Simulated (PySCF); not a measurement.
Isomers of C5H12O3Si2, one GFN2-xTB conformer each. Single-point energies are computed at PBE0/pcSseg-1 (PySCF, gas phase, no added dispersion term), electronic only.

Question: Rank them by PBE0/pcSseg-1 energy, lowest first (kcal/mol).
A. `[CH3:1][C:2]([CH3:3])([CH:4]=[O:5])[SiH2:6][SiH2:7][C:8](=[O:9])[OH:10]` with C1–C2–C4–O5 179°, C1–C2–Si6–Si7 -165°, C2–Si6–Si7–C8 83°, Si6–Si7–C8–O9 18°, Si7–C8–O10–H 178°
B. `[CH3:1][Si:2]([CH3:3])([CH3:4])[O:5][Si@@:6]1([OH:7])[CH:8]=[CH:9][O:10]1` with Si2–O5–Si6–O7 57°, O5–Si6–O7–H -163°

Answer: B (0.0), A (105.8).

As drawn, the lower has a four-membered ring, an Si–O bond and a C=C bond outside aromatic rings, which the higher lacks; the higher has a C=O bond, a C(=O)–O unit and an Si–Si bond, which the lower lacks. GFN2-xTB itself gives, in the same order: 0.0, 82.3. Both levels put the same isomer lowest.

Which frontier levels, dipoles and rotational constants go with these structures?

| SMILES | HOMO (eV, PBE0/pcSseg-1) | LUMO (eV) | dipole (D) | A, B, C (MHz) |
| --- | --- | --- | --- | --- |
| C[Si](C)(C)O[Si@@]1(O)C=CO1 | -6.60 | 0.12 | 0.56 | 1673, 617.7, 575.7 |
| CC(C)(C=O)[SiH2][SiH2]C(=O)O | -7.46 | -1.45 | 2.46 | 1713, 642.1, 607.8 |
